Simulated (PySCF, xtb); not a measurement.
C4H7BFN, SMILES FCB1C=CCN1.

GFN2-xTB run with xtb 6.7.1 at its own geometry gives an orbital gap of 4.48 eV and a dipole moment of 2.57 D.

The structure is a stationary point at PBE0-D3(BJ)/def2-SVP. The structure was generated by enumeration, and PubChem lists no compound with its InChIKey, so it may never have been made. One conformer was computed; it need not be the lowest.

Task: What does PBE/def2-TZVP in PySCF give? (Estimate from the structure and the level; the computed values follow.)

Result: gap 4.69 eV (levels -6.16 and -1.46 eV), dipole 1.96 D.
